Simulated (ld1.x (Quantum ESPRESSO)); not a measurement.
Results of a calculation; reference values are marked as such.
## Potentials for In compared

Generated with ld1.x 7.5 (TM, RRKJ, ultrasoft, PAW), atompaw 4.2 or ONCVPSP 4.0.1. The cutoff is in Ry: for ld1.x and atompaw files where the sum of valence levels is converged to 10 mRy in a Bessel basis, for ONCV files where the hardest occupied wave has 1 mHa per electron of residual kinetic energy. The error is the largest all-electron minus pseudo excitation energy over each file’s own four to seven test configurations (ionisations up to +4, promotions, holes and added fractions of an electron), all of which were solved. The labels leave out finer settings (local radius, basis sizes, second energies), which also bear on the numbers. Spin-polarised tests are not counted. The rows are a selection from randomly drawn settings: files with unsolved tests, undetermined cutoffs or missed reference levels are left out.

| potential | cutoff (Ry) | largest error (meV) | bound ghosts |
| --- | --- | --- | --- |
| ultrasoft, PBEsol, scalar-relativistic, rc 2.00/2.85 (sp), local smoothed, core correction yes, reference 5s2 5p1 | 8 | -238 | none |
| TM semilocal, PBE, scalar-relativistic, rc 2.25/3.05 (sp), local p, core correction yes, reference 5s2 5p1 | 15 | -218 | none |

(1) Fill in the row for In: ultrasoft, PBEsol, scalar-relativistic, rc 2.05/3.28/3.05 (spd), local smoothed, core correction yes, reference 5s1 5p2.

(2) Fill in the row for In: PAW, LDA (PZ), scalar-relativistic, rc 2.05/2.50/1.60 (spd), local smoothed, core correction yes, reference 4d10 5s1 5p2.

(3) Fill in the row for In: TM semilocal, PBEsol, scalar-relativistic, rc 1.80/2.65/2.00 (spd), local s, core correction no, reference 5s2 5p0.

Results:

(1) cutoff 8 Ry, largest error -114 meV, bound ghosts: none.

(2) cutoff 55 Ry, largest error -82 meV, bound ghosts: none.

(3) cutoff 21 Ry, largest error +153 meV, bound ghosts: none.
